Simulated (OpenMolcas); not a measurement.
## neutral tellurium: effect of the active space

* Program: OpenMolcas
* Method: CASSCF or its RAS form
* Basis: ANO-RCC-VTZP
* Scalar Hamiltonian: DKH2, point nucleus
* Spin-orbit coupling: RASSI with atomic mean-field integrals over the reference wave functions, term energies averaged over their components

A. 4 electrons in 3 orbitals (5p); 2S+1 = 3 even, 3 roots; 2S+1 = 1 even, 6 roots; cost of the order of 2.3 core-seconds
B. 6 electrons in 4 orbitals (5s 5p); 2S+1 = 3 even, 3 roots; 2S+1 = 1 even, 6 roots; 2S+1 = 3 odd, 3 roots (0 in the spin-orbit step); cost of the order of 8 core-seconds
C. 6 electrons in 8 orbitals (5s 5p 6s 6p); 2S+1 = 3 even, 3 roots; 2S+1 = 1 even, 6 roots; 2S+1 = 3 odd, 3 roots (0 in the spin-orbit step); cost roughly 25 core-seconds
D. 6 electrons in 9 orbitals (RAS2 5s 5p; RAS3 5d, at most 2 electrons); 2S+1 = 3 even, 3 roots; 2S+1 = 1 even, 6 roots; 2S+1 = 3 odd, 3 roots; cost about 20 core-seconds

Energies in eV above 5s² 5p⁴ ³P₂, the measured ground level; measured values from NIST Handbook of Basic Atomic Spectroscopic Data.

```tsv
Level	A	B	C	D	Measured
5s² 5p⁴ ³P₂	0.0000	0.0000	0.0000	0.0000	0.0000
5s² 5p⁴ ³P₁	0.5187	0.5189	0.5063	0.5095	0.5890
5s² 5p⁴ ³P₀	0.5884	0.5470	0.5205	0.5571	0.5835
5s² 5p⁴ ¹D₂	1.5305	1.5306	1.5082	1.4590	1.3090
5s² 5p⁴ ¹S₀	3.3525	2.7463	2.6777	2.9207	2.8762
```

Deviations, from unrounded energies. A percentage is the sum of absolute deviations over the sum of measured energies, with the sign that they share, or ± where signs differ.

```csv
Against measurement,Levels,A,B,C,D
mean absolute deviation (cm-1),4,1600,920,1100,610
fine structure of the ground term (%),2,±6.4,-9.1,-12.4,-9.0
other terms of the ground configuration (%),2,+16.7,±8.4,±9.5,+4.6
```

D lies closest to measurement on these levels and A furthest from it. The largest miss of D in the table is 5s² 5p⁴ ¹D₂, by +1200 cm-1. The ranking rests on the paired levels alone, and a cruder setting can come out closer through cancelling errors.

Among A to D the level of the table that moves most is 5s² 5p⁴ ¹S₀, by 5400 cm-1 (lowest in C, highest in A).

With the s shell closed, the reference lacks s² → p² mixing (holds for A). Some high roots are left out of the spin-orbit mixing, which shifts the levels that they would mix with (holds for B; C). Active for correlation alone: 6p 6s; no level in the range computed is led by a configuration that fills them, so any true level of that kind is missing (holds for C). Active for correlation alone: 5d; no level in the range computed is led by a configuration that fills it, so any true level of that kind is missing (holds for D). Measured partners are found by configuration, term and J. A level has none where our copy of the source lacks it or the pairing is in doubt (some pairs that miss far off the trend of their configuration count as doubtful), and it then counts in no deviation. Only configurations of the active space appear. The table leaves out levels that lie high or whose names do not pair safely across all columns.
